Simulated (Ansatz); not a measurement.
Worked example: the step energy

An elementary step of Si$_{2}$H$_{10}$O$_{3}$, closed shell (Si₂H₆O ([SiH3][O][SiH3]) + H₂O + H₂O → Si₂H₆O₂ ([OH][SiH2][O][SiH3]) + H₂O + H₂; Si–H, H–O, H–O broken or loosened, Si–O, H–H, H–O formed or tightened). “Start” and “end” are the PBE0-D4/def2-TZVP structures reached by relaxing down either side of its saddle point, with the molecules still in contact.

Program: Ansatz 0.2.0. Basis: def2-TZVPP and def2-QZVPP. Cores are frozen in the correlated methods.

Energies in eV:

| quantity | end | start |
| --- | --- | --- |
| Hartree–Fock, triple zeta (X = 3) | -22001.14994 | -22000.32293 |
| Hartree–Fock, quadruple zeta (X = 4) | -22001.99554 | -22001.15353 |
| MP2 correlation, X = 3 | -27.88393 | -27.84725 |
| MP2 correlation, X = 4 | -30.09998 | -30.06292 |
| CCSD(T) correlation, X = 3 | -30.18773 | -30.20378 |

(1) Work out the step energy at the basis limit: extrapolate Hartree–Fock as E(X) = E∞ + A exp(−7.88 √X) and the MP2 correlation as E(X) = E∞ + B X^−2.97 (the exponents that Neese and Valeev fitted for def2-TZVPP and QZVPP), then add CCSD(T) − MP2 in triple zeta.

The T1 diagnostic stays at or below 0.012.

## Answers

(1) Each step is linear, so take the differences first (end − start): Hartree–Fock -0.82701 (X = 3) and -0.84201 (X = 4); MP2 correlation -0.03668 and -0.03706; CCSD(T) correlation 0.01605.
Two points give E∞ = E(4) + w [E(4) − E(3)], with w = 1/(exp(7.88 (2 − √3)) − 1) = 0.1377 for Hartree–Fock and w = 1/((4/3)^2.97 − 1) = 0.7407 for the correlation.
Hartree–Fock: -0.84201 + 0.1377 × (-0.01500) = -0.8441 eV.
MP2 correlation: -0.03706 + 0.7407 × (-0.00038) = -0.0373 eV.
CCSD(T) − MP2: 0.01605 − (-0.03668) = 0.0527 eV.
Sum: -0.8441 + (-0.0373) + 0.0527 = -0.8287 eV, or -19.11 kcal/mol. Plain CCSD(T) in triple zeta gives -0.8110 eV, so the larger basis shifts the result by -0.0177 eV.

Labels in which every atom is bracketed show which atoms are joined, not bond orders.

For scale, one of the runs: CCSD(T)/def2-TZVPP, 317 basis functions, launched by `ansatz run in.yaml --threads 8 --pin off --events-out ev --progress --plain --max-ram 19148MiB`. Time: 3.2 min of wall clock on 8 CPU threads of an AMD EPYC 7B13; the host was shared. Peak host memory: 12 GiB.
